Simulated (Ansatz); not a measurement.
Relaxation of CH6B2SSi (11 atoms, charge 0, multiplicity 1), to a largest force component of 0.02 eV/Å in at most 50 steps.

Computed with RKS B3LYP-D4/def2-SVP in Ansatz.

```xyz
11
Properties=species:S:1:pos:R:3:forces:R:3
Si -1.087 0.564 -1.783 -0.71 1.95 -0.39
S 0.973 0.231 -1.704 0.83 -0.67 0.75
B 0.868 -0.133 0.125 1.13 1.32 0.88
B 1.041 0.354 1.813 -0.63 0.25 -1.85
C 0.722 -1.107 1.311 -0.38 0.51 0.14
H -1.478 1.743 -0.904 0.09 -0.43 -0.14
H -1.484 0.955 -3.170 0.19 -0.13 0.01
H -1.831 -0.579 -1.383 -0.78 -1.18 0.43
H 1.100 1.165 2.714 0.12 -0.59 -0.03
H -0.318 -1.459 1.492 0.41 -0.48 0.25
H 1.562 -1.791 1.510 -0.25 -0.56 -0.05
```

Question: Where does it end, and by what steps?

Answer: The forces met the threshold. After 18 steps the energy has fallen by 1.297 eV; H11 moved furthest, 1.71 Å.

```json
{"step": "0", "energy less start (eV)": "0.0000", "largest force component (eV/Å)": "1.952", "accepted": "yes"}
{"step": "1", "energy less start (eV)": "-0.3845", "largest force component (eV/Å)": "0.556", "accepted": "yes"}
{"step": "2", "energy less start (eV)": "-0.4476", "largest force component (eV/Å)": "0.348", "accepted": "yes"}
{"step": "3", "energy less start (eV)": "-0.4848", "largest force component (eV/Å)": "0.492", "accepted": "yes"}
{"step": "4", "energy less start (eV)": "-0.5776", "largest force component (eV/Å)": "0.628", "accepted": "yes"}
{"step": "5", "energy less start (eV)": "-0.7392", "largest force component (eV/Å)": "0.841", "accepted": "yes"}
{"step": "6", "energy less start (eV)": "-0.9363", "largest force component (eV/Å)": "0.892", "accepted": "yes"}
{"step": "7", "energy less start (eV)": "-1.0806", "largest force component (eV/Å)": "1.056", "accepted": "yes"}
{"step": "8", "energy less start (eV)": "-1.1578", "largest force component (eV/Å)": "0.908", "accepted": "yes"}
{"step": "9", "energy less start (eV)": "-1.2140", "largest force component (eV/Å)": "0.783", "accepted": "yes"}
{"step": "10", "energy less start (eV)": "-1.2547", "largest force component (eV/Å)": "0.563", "accepted": "yes"}
{"step": "11", "energy less start (eV)": "-1.2588", "largest force component (eV/Å)": "0.354", "accepted": "yes"}
{"step": "12", "energy less start (eV)": "-1.2722", "largest force component (eV/Å)": "0.400", "accepted": "yes"}
{"step": "13", "energy less start (eV)": "-1.2923", "largest force component (eV/Å)": "0.174", "accepted": "yes"}
{"step": "14", "energy less start (eV)": "-1.2946", "largest force component (eV/Å)": "0.063", "accepted": "yes"}
{"step": "15", "energy less start (eV)": "-1.2958", "largest force component (eV/Å)": "0.036", "accepted": "yes"}
{"step": "16", "energy less start (eV)": "-1.2966", "largest force component (eV/Å)": "0.040", "accepted": "yes"}
{"step": "17", "energy less start (eV)": "-1.2970", "largest force component (eV/Å)": "0.044", "accepted": "yes"}
{"step": "18", "energy less start (eV)": "-1.2971", "largest force component (eV/Å)": "0.015", "accepted": "yes"}
```

```xyz
11
Properties=species:S:1:pos:R:3
Si -1.046 0.312 -1.797
S 1.060 0.726 -1.405
B 1.147 0.353 0.331
B 1.555 0.105 1.829
C 0.323 -0.637 1.368
H -1.908 1.118 -0.892
H -1.295 0.672 -3.218
H -1.322 -1.136 -1.585
H 1.853 0.537 2.903
H -0.569 -0.790 1.991
H 0.268 -1.317 0.496
```

Whether the end is a true minimum wasn't checked by a vibrational analysis.

Run time: 54 s on 2 threads of AMD EPYC 7R13 Processor (Zen 3) (shared host), peak memory 0.26 GiB.
